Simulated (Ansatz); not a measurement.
Computed with Ansatz on PBE0-D4/def2-TZVP structures; ΔE is electronic, products minus reactants. CBS: MP2 limit from def2 TZ/QZ plus the TZ coupled-cluster correction, frozen cores. DFT in def2-TZVPP. B3LYP here is the variant with VWN-RPA as its local correlation; programs differ in this. For Ge outer-core shells are correlated without core-valence functions, which leaves a few kJ/mol of doubt a bond. Scalar relativity is left out up to krypton. Each species was taken in one conformer, which may not be the lowest.

Consider the cleavage of the Ge–B bond: `OC[B](Cl)[GeH3]` + `CBS` → `CB[S][GeH3]` + `OCBCl`.

`OC[B](Cl)[GeH3]`:

Z-matrix (Å, degrees):
```
C
B 1 1.562
O 1 1.415 2 116.6
H 1 1.098 2 107.8 3 119.6
H 1 1.104 2 109.0 3 -127.8
Ge 2 2.071 1 122.6 3 2.4
Cl 2 1.750 1 117.5 3 -177.2
H 3 0.961 1 108.8 2 -53.4
H 6 1.544 2 110.5 1 39.8
H 6 1.536 2 112.4 1 160.8
H 6 1.538 2 109.7 1 -78.1
```

`CBS`:

Cartesian coordinates in Å:
```
C -0.733 -0.822 0.013
B 0.239 0.364 -0.259
S 1.252 0.997 1.064
H -0.498 -1.651 -0.665
H -1.756 -0.523 -0.241
H -0.728 -1.201 1.037
H 0.329 0.870 -1.338
H 1.893 1.966 0.389
```

`CB[S][GeH3]`:

```xyz
11

C     1.324    1.744    0.546
B     0.262    0.646    0.240
S     0.752   -0.895   -0.520
Ge   -1.221   -1.937   -0.649
H     1.041    2.678    0.046
H     2.346    1.491    0.257
H     1.311    1.976    1.618
H    -0.894    0.821    0.511
H    -2.169   -1.117   -1.533
H    -1.803   -2.095    0.762
H    -0.949   -3.310   -1.278
```

`OCBCl`:

```xyz
8

O    -0.792   -0.754    1.142
C    -0.558    0.296    0.240
B     0.680    0.231   -0.690
Cl    1.761   -1.143   -0.615
H    -0.098   -1.411    1.028
H    -0.492    1.254    0.786
H    -1.434    0.432   -0.419
H     0.933    1.095   -1.471
```

```csv
level,ΔE (kJ/mol),difference from CCSD(T)/CBS
PBE-D4,-49.4,2.5
r2SCAN-D4,-53.5,-1.6
PBE0-D4,-52.7,-0.8
B3LYP-D4,-54.1,-2.2
ωB97M-V,-54.1,-2.2
r2SCAN,-53.8,-1.9
PBE0,-53.3,-1.4
B3LYP,-54.9,-3.0
HF/def2-TZVPP,-65.6,-13.7
MP2/def2-TZVPP,-58.1,-6.2
SCS-MP2/def2-TZVPP,-57.8,-5.9
CCSD/def2-TZVPP,-51.8,0.1
CCSD(T)/def2-TZVPP,-51.5,0.4
MP2/def2-QZVPP,-58.8,-6.9
SCS-MP2/def2-QZVPP,-58.8,-6.9
CCSD/CBS(def2),-52.2,-0.3
CCSD(T)/CBS,-51.9,0
```

Largest T1 diagnostic among the species: 0.013.

In def2-TZVPP, CCSD(T) changes the Hartree–Fock value by +14.0 kJ/mol (the triples alone add +0.3 kJ/mol) and MP2 by +7.4 kJ/mol. From PBE to PBE0 (25 % exact exchange), in def2-TZVPP and without D4, ΔE moves by −3.4 kJ/mol.
